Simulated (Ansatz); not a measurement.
`N[SiH2][Se][SiH3]` + `[NH2][Sc]([OH])[O][SiH3]` → `[NH2][Sc]([O][SiH3])[O][SiH3]` + `N[SiH2][SeH]`  (ligand exchange at the Si–Se bond)

Isolated molecules relaxed with PBE0-D4/def2-TZVP in Ansatz; ΔE leaves out vibrations. CCSD(T)/CBS is the MP2 limit (def2-TZVPP, def2-QZVPP) plus CCSD(T) − MP2 in def2-TZVPP, frozen cores. Functionals use def2-TZVPP. For Sc, Se outer-core shells are correlated without core-valence functions, which leaves a few kJ/mol of doubt a bond. Scalar relativity is left out up to krypton. One conformer a species, not always the lowest.

`N[SiH2][Se][SiH3]`:

```xyz
11

N     1.747   -0.328   -1.040
Si    0.104   -0.788   -1.157
Se   -0.975   -1.365    0.788
Si   -1.143    0.780    1.515
H     1.976    0.597   -0.714
H     2.432   -0.997   -0.723
H    -0.620    0.361   -1.753
H     0.007   -2.014   -1.982
H    -1.476    0.741    2.960
H    -2.199    1.519    0.778
H     0.148    1.496    1.326
```

`[NH2][Sc]([OH])[O][SiH3]`:

Cartesian coordinates in Å:
```
N 0.039 2.015 -1.526
Sc -0.742 0.767 -0.202
O -2.479 1.134 0.381
O 0.340 -0.699 0.360
Si 1.197 -1.974 0.884
H 0.962 1.952 -1.935
H -0.412 2.832 -1.917
H -3.338 1.148 0.793
H 1.120 -3.098 -0.092
H 0.681 -2.464 2.194
H 2.632 -1.612 1.061
```

`[NH2][Sc]([O][SiH3])[O][SiH3]`:

Cartesian coordinates in Å:
```
N -2.474 -0.765 0.798
Sc -0.672 -0.207 0.216
O -0.428 1.597 -0.323
Si -0.115 3.116 -0.814
O 0.709 -1.510 0.231
Si 1.964 -2.545 0.217
H -2.744 -1.690 1.109
H -3.299 -0.179 0.841
H 1.348 3.321 -1.008
H -0.803 3.399 -2.104
H -0.592 4.101 0.197
H 1.511 -3.913 -0.159
H 2.998 -2.111 -0.764
H 2.597 -2.615 1.564
```

`N[SiH2][SeH]`:

```xyz
8

N     0.333   -1.058    0.783
Si    0.111   -0.120   -0.631
Se    0.014    2.159   -0.403
H     1.138   -0.906    1.370
H    -0.471   -1.314    1.334
H    -1.146   -0.602   -1.252
H     1.281   -0.282   -1.527
H    -1.261    2.123    0.326
```

Q: Is it downhill or uphill in electronic energy at CCSD(T)/CBS, and by how much? (Best estimate.)

A: Ansatz gave: Downhill: ΔE = -45.1 kJ/mol.

Q: What do these levels give: PBE-D4, ωB97X-V, ωB97M-V, PBE, PBE0, SCS-MP2/def2-TZVPP, HF/def2-QZVPP, MP2/def2-QZVPP, SCS-MP2/def2-QZVPP, HF/CBS(def2), MP2/CBS(def2), CCSD/CBS(def2)? (Best estimate.)

A: The calculation gave: PBE-D4 -30.0, ωB97X-V -44.8, ωB97M-V -43.0, PBE -34.0, PBE0 -37.5, SCS-MP2/def2-TZVPP -51.6, HF/def2-QZVPP -72.5, MP2/def2-QZVPP -42.4, SCS-MP2/def2-QZVPP -50.6, HF/CBS(def2) -72.9, MP2/CBS(def2) -39.9, CCSD/CBS(def2) -48.6 kJ/mol.

Largest T1 diagnostic among the species: 0.015.

The D4 term adds +6.7 kJ/mol with B3LYP and +3.5 kJ/mol with PBE0; it sums over pairs of atoms, weighted by their polarisabilities, and B3LYP, whose exchange is more repulsive, gets the larger term. From PBE to PBE0 (25 % exact exchange), in def2-TZVPP and without D4, ΔE moves by −3.5 kJ/mol. In def2-TZVPP, CCSD(T) changes the Hartree–Fock value by +21.0 kJ/mol (the triples alone add +3.6 kJ/mol) and MP2 by +26.2 kJ/mol.

B3LYP here is the variant with VWN-RPA as its local correlation; programs differ in this.
